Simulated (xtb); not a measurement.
xtb input (GFN2-xTB):

```bash
xtb mol.xyz --gfn 2 --ohess tight --chrg 1 --uhf 0
```
mol.xyz:
```
6

C      1.44454505    -0.09632924    -0.03371593
C      0.25109392     0.08120805     0.06642560
O     -1.09721341     0.22630502     0.15484486
H      2.45248208    -0.21574117    -0.11023171
H     -1.44021313    -0.51283390     0.58900535
H     -1.57896959     0.49753412    -0.64404783
```

Output:

```
           -------------------------------------------------
          |                Calculation Setup                |
           -------------------------------------------------

           -------------------------------------------------
          |                 G F N 2 - x T B                 |
           -------------------------------------------------

        Reference                      10.1021/acs.jctc.8b01176
      * Hamiltonian:
        H0-scaling (s, p, d)           1.850000    2.230000    2.230000
        zeta-weighting                 0.500000
      * Dispersion:
        s8                             2.700000
        a1                             0.520000
        a2                             5.000000
        s9                             5.000000
      * Repulsion:
        kExp                           1.500000    1.000000
        rExp                           1.000000
      * Coulomb:
        alpha                          2.000000
        third order                    shell-resolved
        anisotropic                    true
        a3                             3.000000
        a5                             4.000000
        cn-shift                       1.200000
        cn-exp                         4.000000
        max-rad                        5.000000

          ...................................................
          :                      SETUP                      :
          :.................................................:
          :  # basis functions                  15          :
          :  # atomic orbitals                  15          :
          :  # shells                            9          :
          :  # electrons                        16          :
          :  max. iterations                   250          :
          :  Hamiltonian                  GFN2-xTB          :
          :  restarted?                      false          :
          :  GBSA solvation                  false          :
          :  PC potential                    false          :
          :  electronic temp.          300.0000000     K    :
          :  accuracy                    1.0000000          :
          :  -> integral cutoff          0.2500000E+02      :
          :  -> integral neglect         0.1000000E-07      :
          :  -> SCF convergence          0.1000000E-05 Eh   :
          :  -> wf. convergence          0.1000000E-03 e    :
          :  Broyden damping             0.4000000          :
          :  net charge                          1          :
          :  unpaired electrons                  0          :
          ...................................................

 iter      E             dE          RMSdq      gap      omega  full diag
   1     -9.3770120 -0.937701E+01  0.828E+00    6.59       0.0  T
   2     -9.3818432 -0.483119E-02  0.678E+00    7.14       1.0  T
   3     -9.4342785 -0.524354E-01  0.399E+00    6.97       1.0  T
   4     -9.4626804 -0.284019E-01  0.103E+00    6.92       1.0  T
   5     -9.4660238 -0.334336E-02  0.199E-01    6.90       1.0  T
   6     -9.4660458 -0.220538E-04  0.287E-02    6.90       1.4  T
[...]
          |                Geometry Summary                 |
           -------------------------------------------------

      molecular mass/u    :       43.0446990
   center of mass at/Å    :        0.0500369       0.0763912       0.0688739
  moments of inertia/u·Å² :        0.1637788E+01   0.5648331E+02   0.5755511E+02
rotational constants/cm⁻¹ :        0.1029293E+02   0.2984534E+00   0.2928955E+00

 * 4 selected distances

     #   Z          #   Z                                           value/Å
     1   6 C        2   6 C                                       1.1924243
     2   6 C        3   8 O                                       1.3638404 (max)
     3   8 O        5   1 H                                       0.9847631 (min)
     3   8 O        6   1 H                                       0.9847984

 * 3 distinct bonds (by element types)

   Z      Z             #   av. dist./Å        max./Å        min./Å
   6 C    6 C           1     1.1924243     1.1924243     1.1924243
   1 H    8 O           2     0.9847807     0.9847984     0.9847631
   6 C    8 O           1     1.3638404     1.3638404     1.3638404

           -------------------------------------------------
          |               Frequency Printout                |
           -------------------------------------------------
 projected vibrational frequencies (cm⁻¹)
eigval :       -0.00    -0.00    -0.00     0.00     0.00     0.00
eigval :      318.49   331.19   682.15   700.16   849.07   941.73
eigval :     1001.66  1334.63  2312.39  3198.13  3208.88  3318.57
 reduced masses (amu)
   1: 10.61   2: 10.70   3:  8.87   4: 12.07   5:  7.34   6: 12.54   7: 10.94   8: 11.55
   9:  2.28  10:  2.33  11:  4.56  12: 12.53  13:  3.26  14:  2.26  15: 10.92  16:  2.21
  17:  1.46  18:  2.70
 IR intensities (km·mol⁻¹)
   1: 12.71   2:  5.91   3: 55.42   4: 22.90   5: 62.78   6: 23.62   7:  8.80   8: 17.69
   9:106.20  10: 54.98  11:414.30  12: 28.23  13: 10.19  14:206.01  15: 15.24  16:289.75
  17:179.49  18:172.44
 Raman intensities (Ä⁴*amu⁻¹)
   1:  0.00   2:  0.00   3:  0.00   4:  0.00   5:  0.00   6:  0.00   7:  0.00   8:  0.00
   9:  0.00  10:  0.00  11:  0.00  12:  0.00  13:  0.00  14:  0.00  15:  0.00  16:  0.00
  17:  0.00  18:  0.00
 output can be read by thermo (or use thermo option).
 writing <g98.out> molden fake output.
 recommended (thermochemical) frequency scaling factor: 1.0
           -------------------------------------------------
Molecule has the following symmetry elements: (sigma)
It seems to be the Cs point group
Note: The following floating-point exceptions are signalling: IEEE_UNDERFLOW_FLAG IEEE_DENORMAL
normal termination of xtb
          |             Thermodynamic Functions             |
           -------------------------------------------------

cs  symmetry found (for desy threshold:  0.10E+00) used in thermo

          ...................................................
          :                      SETUP                      :
          :.................................................:
          :  # frequencies                          12      :
          :  # imaginary freq.                       0      :
          :  linear?                             false      :
          :  only rotor calc.                    false      :
          :  symmetry                               cs      :
          :  rotational number                       1      :
          :  scaling factor                  1.0000000      :
          :  rotor cutoff                   50.0000000 cm⁻¹ :
          :  imag. cutoff                  -20.0000000 cm⁻¹ :
          :.................................................:

    mode    ω/cm⁻¹     T·S(HO)/kcal·mol⁻¹    T·S(FR)/kcal·mol⁻¹   T·S(vib)
   ------------------------------------------------------------------------
   ------------------------------------------------------------------------

   temp. (K)  partition function   enthalpy   heat capacity  entropy
                                   cal/mol     cal/K/mol   cal/K/mol   J/K/mol
 298.15  VIB   1.78                  734.644      6.473      3.613
         ROT  0.557E+04              888.752      2.981     20.123
         INT  0.993E+04             1623.396      9.454     23.735
         TR   0.273E+27             1481.254      4.968     37.189
         TOT                        3104.6501    14.4225    60.9238   254.9054

       T/K    H(0)-H(T)+PV         H(T)/Eh          T*S/Eh         G(T)/Eh
   ------------------------------------------------------------------------
    298.15    0.494757E-02    0.464035E-01    0.289469E-01    0.174566E-01
   ------------------------------------------------------------------------

         :::::::::::::::::::::::::::::::::::::::::::::::::::::
         ::                  THERMODYNAMIC                  ::
         :::::::::::::::::::::::::::::::::::::::::::::::::::::
         :: total free energy          -9.271288568839 Eh   ::
         ::.................................................::
         :: total energy               -9.288745177877 Eh   ::
         :: zero point energy           0.041455918969 Eh   ::
         :: G(RRHO) w/o ZPVE           -0.023999309931 Eh   ::
         :: G(RRHO) contrib.            0.017456609038 Eh   ::
         :::::::::::::::::::::::::::::::::::::::::::::::::::::

optimized geometry written to: xtbopt.xyz

           -------------------------------------------------
          | TOTAL ENERGY               -9.288745177877 Eh   |
          | TOTAL ENTHALPY             -9.242341684087 Eh   |
          | TOTAL FREE ENERGY          -9.271288568839 Eh   |
          | GRADIENT NORM               0.000257635525 Eh/α |
          | HOMO-LUMO GAP               7.225782392445 eV   |
           -------------------------------------------------

------------------------------------------------------------------------
------------------------------------------------------------------------
 total:
 SCF:
 ANC optimizer:
 analytical hessian:
```

It need not be the lowest isomer of its formula.
